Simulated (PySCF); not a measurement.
`C[C@H]1C[C@H]([SiH3])[C@@H]1C=O`, C6H12OSi

Geometry:
```json
{"atom": "C1", "x (Å)": "2.371", "y (Å)": "0.054", "z (Å)": "-0.809"}
{"atom": "C2", "x (Å)": "0.887", "y (Å)": "-0.169", "z (Å)": "-0.596"}
{"atom": "C3", "x (Å)": "0.459", "y (Å)": "-1.237", "z (Å)": "0.419"}
{"atom": "C4", "x (Å)": "-0.545", "y (Å)": "-0.242", "z (Å)": "1.025"}
{"atom": "Si5", "x (Å)": "-2.362", "y (Å)": "-0.599", "z (Å)": "0.559"}
{"atom": "C6", "x (Å)": "0.140", "y (Å)": "0.896", "z (Å)": "0.258"}
{"atom": "C7", "x (Å)": "-0.735", "y (Å)": "1.775", "z (Å)": "-0.546"}
{"atom": "O8", "x (Å)": "-1.909", "y (Å)": "1.582", "z (Å)": "-0.722"}
{"atom": "H9", "x (Å)": "2.545", "y (Å)": "0.938", "z (Å)": "-1.420"}
{"atom": "H10", "x (Å)": "2.880", "y (Å)": "0.186", "z (Å)": "0.144"}
{"atom": "H11", "x (Å)": "2.808", "y (Å)": "-0.804", "z (Å)": "-1.315"}
{"atom": "H12", "x (Å)": "0.387", "y (Å)": "-0.310", "z (Å)": "-1.557"}
{"atom": "H13", "x (Å)": "0.044", "y (Å)": "-2.152", "z (Å)": "0.000"}
{"atom": "H14", "x (Å)": "1.268", "y (Å)": "-1.498", "z (Å)": "1.102"}
{"atom": "H15", "x (Å)": "-0.460", "y (Å)": "-0.137", "z (Å)": "2.108"}
{"atom": "H16", "x (Å)": "-2.516", "y (Å)": "-0.906", "z (Å)": "-0.859"}
{"atom": "H17", "x (Å)": "-2.607", "y (Å)": "-1.870", "z (Å)": "1.276"}
{"atom": "H18", "x (Å)": "-3.276", "y (Å)": "0.386", "z (Å)": "1.121"}
{"atom": "H19", "x (Å)": "0.842", "y (Å)": "1.490", "z (Å)": "0.847"}
{"atom": "H20", "x (Å)": "-0.227", "y (Å)": "2.627", "z (Å)": "-1.038"}
```

Method used: PySCF, TDDFT BHandHLYP/def2-SVPD circular dichroism and optical rotation, one conformer, gas phase. Geometry: GFN2-xTB.

The molecule is flexible and this is one conformer; a measurement averages over conformers.

(1) What are the CIP labels of the stereocentres?

(2) List the lowest 8 singlet excitations with oscillator and rotatory strengths.

Results:

(1) C2 S, C4 S, C6 S.

(2) Rotatory strengths R in 10⁻⁴⁰ esu² cm², velocity form and length form (origin at the centre of mass); f in length form.
| state | E (eV) | λ (nm) | f | R (velocity) | R (length) | main |
| --- | --- | --- | --- | --- | --- | --- |
| 1 | 4.58 | 271 | 0.0004 | +10.2 | +9.9 | HOMO→LUMO 0.78 |
| 2 | 6.82 | 182 | 0.005 | +5.7 | +4.6 | HOMO−1→LUMO 0.95 |
| 3 | 7.46 | 166 | 0.044 | +33.6 | +33.0 | HOMO−2→LUMO 0.92 |
| 4 | 7.74 | 160 | 0.012 | -19.7 | -20.4 | HOMO−4→LUMO 0.59, HOMO−5→LUMO 0.16 |
| 5 | 7.81 | 159 | 0.018 | -17.4 | -17.4 | HOMO→LUMO+1 0.72 |
| 6 | 8.00 | 155 | 0.017 | +37.6 | +38.2 | HOMO−3→LUMO 0.75 |
| 7 | 8.04 | 154 | 0.012 | -21.9 | -21.6 | HOMO−1→LUMO+1 0.66, HOMO−1→LUMO+2 0.16 |
| 8 | 8.23 | 151 | 0.036 | -56.2 | -57.5 | HOMO→LUMO+3 0.39, HOMO→LUMO+2 0.19 |

Among the states computed, the strongest CD band (largest |R|) is state 8. The largest dissymmetry factor in size, g = 4R/(D+G), with D and G the electric and magnetic dipole strengths, is +0.15 for state 1 (velocity form, f = 0.0005), among bands with |R| over 0.5. The mirror image has the same energies and oscillator strengths and all R with the opposite sign.
